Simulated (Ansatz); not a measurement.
# C2H4Br2 (1,1-dibromoethane): entropy by statistical mechanics

A singlet with charge 0, relaxed at PBE0-D4/def2-TZVP (Ansatz 0.2.0):

```xyz
8

C     0.1994    0.8184    0.0145
C    -0.1758   -0.6305    0.1415
Br    1.2844   -1.7789   -0.4177
Br   -1.7873   -1.0228   -0.8649
H     0.4136    1.0750   -1.0229
H    -0.6235    1.4427    0.3691
H     1.0865    1.0218    0.6181
H    -0.3971   -0.9258    1.1623
```

Harmonic wavenumbers in cm⁻¹: 170, 259, 285, 343, 559, 629, 980, 1060, 1102, 1196, 1284, 1405, 1469, 1476, 3059, 3138, 3150, 3175.

Masses in u: C 12.011, Br 79.904, H 1.008. Take T = 298.15 K, p = 1 bar, R = 8.3145 J/(mol K), kT/hc = 207.22 cm⁻¹, rigid rotor and harmonic oscillator.

Task: Compute the standard molar entropy.

Result: 
1. Translation (Sackur–Tetrode): S = R[3/2 ln M + 5/2 ln T − 1.1517] with M = 187.862 gives 174.2 J/(mol K).
2. Rotation: principal moments 95.594, 416.397, 497.967 u Å² give A, B, C = 0.1763, 0.0405, 0.0339 cm⁻¹; the symmetry number is σ = 1; q = (√π/σ)√((kT/hc)³/ABC) = 339836; S = R(ln q + 3/2) = 118.4.
3. Vibration: with u = ν̃/207.22, each mode gives R[u/(eᵘ − 1) − ln(1 − e⁻ᵘ)]; the sum is 33.8, most from 170 cm⁻¹ (10.2), 259 cm⁻¹ (7.0), 285 cm⁻¹ (6.3).
4. Electronic: R ln 1 = 0.0, from the spin multiplicity alone.
5. Sum: 174.2 + 118.4 + 33.8 + 0.0 = 326.4 J/(mol K).

No measured value is set beside it here. Where a soft mode is a torsion, a harmonic oscillator describes it poorly.
